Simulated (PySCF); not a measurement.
# Radial density of K⁺ (potassium, charge +1)

MN15, [Ar], closed-shell 1S. Computed with PySCF 2.14 in cc-pVTZ-X2C (6s5p3d1f, 43 functions), with scalar relativity by spin-free X2C-1e.

```json
{"r (bohr)": "0.00117", "4πr²ρ (e/bohr)": "0.09422"}
{"r (bohr)": "0.00197", "4πr²ρ (e/bohr)": "0.2476"}
{"r (bohr)": "0.00331", "4πr²ρ (e/bohr)": "0.6395"}
{"r (bohr)": "0.00557", "4πr²ρ (e/bohr)": "1.600"}
{"r (bohr)": "0.00938", "4πr²ρ (e/bohr)": "3.794"}
{"r (bohr)": "0.0158", "4πr²ρ (e/bohr)": "8.198"}
{"r (bohr)": "0.0265", "4πr²ρ (e/bohr)": "15.13"}
{"r (bohr)": "0.0446", "4πr²ρ (e/bohr)": "21.48"}
{"r (bohr)": "0.0751", "4πr²ρ (e/bohr)": "20.62"}
{"r (bohr)": "0.126", "4πr²ρ (e/bohr)": "15.76"}
{"r (bohr)": "0.212", "4πr²ρ (e/bohr)": "20.84"}
{"r (bohr)": "0.357", "4πr²ρ (e/bohr)": "19.62"}
{"r (bohr)": "0.601", "4πr²ρ (e/bohr)": "6.285"}
{"r (bohr)": "1.01", "4πr²ρ (e/bohr)": "6.620"}
{"r (bohr)": "1.70", "4πr²ρ (e/bohr)": "3.870"}
{"r (bohr)": "2.86", "4πr²ρ (e/bohr)": "0.3687"}
{"r (bohr)": "4.81", "4πr²ρ (e/bohr)": "0.002271"}
{"r (bohr)": "8.09", "4πr²ρ (e/bohr)": "4.546e-05"}
{"r (bohr)": "13.6", "4πr²ρ (e/bohr)": "1.323e-05"}
```

Densities and radii are taken from the X2C orbitals without a picture-change correction, which distorts them close to the nucleus.
